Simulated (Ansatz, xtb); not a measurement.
**Two conformers of C2H7Sn**

We compare a, `C[CH2][SnH2]`, a doublet, with b, `C[CH2][SnH2]`, a doublet. Both are isolated molecules in the gas phase, relaxed with PBE-D3(BJ)/def2-SVP.

a (Å):

```xyz
10

C     0.6501   -0.5611    2.1437
C     0.4792   -1.3843    0.8709
Sn   -1.5976   -2.0443    0.4914
H     0.0059    0.3424    2.1443
H     0.3971   -1.1451    3.0525
H     1.6992   -0.2130    2.2625
H     0.7412   -0.8028   -0.0396
H     1.1129   -2.2940    0.8725
H    -2.6354   -0.6313    0.5567
H    -1.7088   -2.6886   -1.1355
```

b (Å):

```yaml
atoms:
  - { symbol: C, position_ang: [1.3736, 0.6250, 0.5200] }
  - { symbol: C, position_ang: [0.0586, 0.2206, -0.1456] }
  - { symbol: Sn, position_ang: [0.4162, -1.0076, -1.9508] }
  - { symbol: H, position_ang: [1.4296, -0.0820, -3.0440] }
  - { symbol: H, position_ang: [2.0166, 1.2265, -0.1555] }
  - { symbol: H, position_ang: [1.1898, 1.2429, 1.4276] }
  - { symbol: H, position_ang: [-0.5828, -0.3816, 0.5290] }
  - { symbol: H, position_ang: [1.9667, -0.2555, 0.8431] }
  - { symbol: H, position_ang: [-0.5332, 1.1003, -0.4695] }
  - { symbol: H, position_ang: [1.3557, -2.4107, -1.4741] }
```

Estimate E(b) − E(a) at the level CCSD(T)/def2-SVP + ΔMP2/def2-TZVPP.

Too close to call at this level: CCSD(T)/def2-SVP + ΔMP2/def2-TZVPP gives E(b) − E(a) = −0.14 kcal/mol.

Level by level:

```
                             level             geometry  E(b) − E(a) (kcal/mol)  departure from the last row (kcal/mol)  job, with rough time for the two
               PBE-D3(BJ)/def2-SVP  PBE-D3(BJ)/def2-SVP                     −0.10                                   +0.04             optimisation, 2.6 min
                       HF/def2-SVP  PBE-D3(BJ)/def2-SVP                     +0.21                                   +0.35           part of the CCSD(T) run
                      MP2/def2-SVP  PBE-D3(BJ)/def2-SVP                     −0.01                                   +0.13           part of the CCSD(T) run
                  CCSD(T)/def2-SVP  PBE-D3(BJ)/def2-SVP                     −0.01                                   +0.13                      single point
CCSD(T)/def2-SVP + ΔMP2/def2-TZVPP  PBE-D3(BJ)/def2-SVP                     −0.14                                                        single point, 99 s
```

The largest departure from CCSD(T)/def2-SVP + ΔMP2/def2-TZVPP is that of HF/def2-SVP, 0.35 kcal/mol. Levels run at GFN2-xTB geometries aren't shown. The last row adds to CCSD(T) the change of the MP2 difference between the two basis sets, here −0.13 kcal/mol.

With harmonic frequencies from PBE-D3(BJ)/def2-SVP (ideal gas, rigid rotor, one conformer each, 298.15 K, 1 atm): the zero-point term adds +0.02 kcal/mol; ΔH is −0.12 and ΔG −0.16 kcal/mol.

Open shells are spin-unrestricted. The correlated steps freeze 6 core orbitals; the filled d shell of Sn is correlated, in a basis made for valence electrons. Atoms past krypton carry core potentials in the def2 sets and no spin–orbit term is included. Mirror images aren't counted in ΔG. Run with Ansatz 0.2.0; the last row on 2 threads of Intel(R) Xeon(R) Processor @ 2.50GHz (Skylake/Cascade Lake) on a shared host.
